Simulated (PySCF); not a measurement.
PySCF job for Si(F)2(Cl)(vinyl) (C2H3ClF2Si), SMILES C=C[Si](F)(F)Cl, HF/pcSseg-1. The structure is a stationary point at B3LYP-D3(BJ)/def2-SVP. The values are those of a single conformer.

```python
import numpy as np
from pyscf import gto, scf, dft
from pyscf.prop.nmr import rhf as nmr

mol = gto.M(
    atom='''
    C    -2.54454269    0.63014885    0.35154356
    C    -1.42078750    0.84277343   -0.34756561
    Si    0.18643521    0.13178329    0.18365065
    F    -0.03021641   -0.74487895    1.52024225
    F     1.26122840    1.27648579    0.54895496
    Cl    1.03625920   -1.05820924   -1.25064826
    H    -2.54723910    0.02850223    1.26625322
    H    -3.50782175    1.04732936    0.03907493
    H    -1.45856534    1.44676416   -1.26205955
    ''',
    basis='pcSseg-1',
    charge=0,
    spin=0,
    max_memory=1600,
    verbose=3,
)
mf = scf.RHF(mol)
mf.conv_tol = 1e-10
mf.max_cycle = 100
mf.kernel()
n = nmr.NMR(mf)
n.verbose = 2
n.max_cycle_cphf = 60
sigma = n.kernel()
print('atom   isotropic/ppm   span/ppm')
for i, s in enumerate(sigma):
    w = np.linalg.eigvalsh((s + s.T) / 2)
    print(f'{mol.atom_symbol(i):2s}{i + 1:3d} {w.mean():14.3f} {w[2] - w[0]:11.3f}')
```

It prints:

```
converged SCF energy = -1024.88594158319
atom   isotropic/ppm   span/ppm
C   1         35.892     291.075
C   2         62.013     248.763
Si  3        432.151      66.183
F   4        355.927     104.780
F   5        340.193     103.557
Cl  6        939.905     221.693
H   7         24.952      10.010
H   8         24.956       7.849
H   9         25.819       4.053
```

The calculation finished and met its thresholds.
